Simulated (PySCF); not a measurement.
## Which method gave which barrier?

Saddle point of GeH₃F, singlet (GeHF ([F][GeH]) + H₂ → GeH₂ + HF; bonds formed: Ge1–H4, F2–H3; bonds broken: Ge1–F2, H3–H4), PBE0-D4/def2-TZVP structure:

Ge1  (-0.958, -0.148, 0.454)
F2  (0.441, -1.061, -0.718)
H3  (0.406, 0.136, -0.789)
H4  (-0.028, 1.012, -0.535)
H5  (0.140, 0.062, 1.587)
(Å)

Program: PySCF 2.14 with density fitting (its default auxiliary sets; JK sets also for MP2 and CCSD(T)). Basis: def2-TZVPP, with def2-QZVPP for the basis limit. Cores are frozen in the correlated methods. Filled d shells of the heavier atoms are correlated. The def2 sets are not built for correlating such inner shells, so the correlated values are less sure here. Extrapolation: Hartree–Fock as exp(−7.88 √X), correlation as X^−2.97. Four methods, as single points on the PBE0-D4 structures, gave these electronic barriers from the start structure: 0.679, 1.026, 1.290, 1.622 eV.

Task: The methods were, in alphabetical order, BHLYP-D4, HF, r2SCAN-D4, SPW92. Which gave which? (Judge from chemistry; the calculation decides.)

Result: The calculation gives: SPW92 0.679; r2SCAN-D4 1.026; BHLYP-D4 1.290; HF 1.622 eV. For comparison, CCSD(T) at an estimated basis limit (MP2 extrapolated from triple and quadruple zeta, plus CCSD(T) − MP2 in triple zeta) gives 1.199 eV.

T1 diagnostic: at most 0.014.

Labels in which every atom is bracketed show which atoms are joined, not bond orders.

For scale, one of the runs: CCSD(T)/def2-TZVPP, 121 basis functions, launched by `OMP_NUM_THREADS=4 python run.py`. The run took 32 s on 4 CPU threads of a Oxide Virtual Turin-like (shared host), with 0.67 GiB of host memory at its peak.
